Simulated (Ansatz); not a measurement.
C4H9O, doublet, geometry from GFN2-xTB; REVPBE/6-31G* in Ansatz (an electronic-structure program).

The Ansatz input:
Ansatz 0.2 input:
```yaml
crystal:
  periodic: [false, false, false]
  atoms:
    - {symbol: C, position_ang: [2.34449256, -0.09813638, -0.00073337]}
    - {symbol: C, position_ang: [0.88937594, -0.48778015, -0.21704361]}
    - {symbol: C, position_ang: [-0.04543918, 0.71839659, -0.09204646]}
    - {symbol: C, position_ang: [-1.50354472, 0.27416734, -0.25316904]}
    - {symbol: O, position_ang: [-2.00858632, -0.48751152, 0.68447693]}
    - {symbol: H, position_ang: [2.65776752, 0.64052160, -0.73593568]}
    - {symbol: H, position_ang: [2.48402591, 0.32489821, 0.99135532]}
    - {symbol: H, position_ang: [2.98696168, -0.97020344, -0.09670548]}
    - {symbol: H, position_ang: [0.58443175, -1.23051715, 0.52249205]}
    - {symbol: H, position_ang: [0.77427526, -0.93476375, -1.20784599]}
    - {symbol: H, position_ang: [0.08186284, 1.16614618, 0.89499254]}
    - {symbol: H, position_ang: [0.19852652, 1.46432205, -0.85103369]}
    - {symbol: H, position_ang: [-2.14713345, 1.18699457, -0.35187235]}
    - {symbol: H, position_ang: [-1.66133505, -0.18719037, -1.26330719]}
basis:
  gaussian:
    orbitals: 6-31G*
hamiltonian:
  xc: revpbe
magnetization: {spin_polarized: true, initial_magnetization: 1}
accuracy: high
```

The log (banner, timings and long lists left out):

```
Functional definition: revPBE
2275 factors; integrals over basis functions are off by at most 3.6e-9 eV
mean field evaluation 1: about -6328.3688 eV, gradient 4.4e1 eV
mean field evaluation 2: about -6316.4908 eV, gradient 6.4e1 eV
mean field evaluation 4: about -6337.8625 eV, gradient 4.3e0 eV
mean field evaluation 8: about -6337.9254 eV, gradient 2.0e-1 eV
mean field evaluation 16: about -6337.9256 eV, gradient 1.1e-3 eV
mean field evaluation 32: about -6337.8457 eV, gradient 3.2e-1 eV
mean field -6337.92555627 eV, -232.9144681927 hartree, gradient 4.2e-8 eV, S^2 0.752471; 3 other end points of the search recorded, 0 dependent functions left out
reference -6337.92555933 eV, -232.9144683053 hartree; 21, 20 occupied and 72, 73 virtual orbitals, 2275 factors
Total energy: -6337.92555933 eV, -232.9144683053 hartree
```
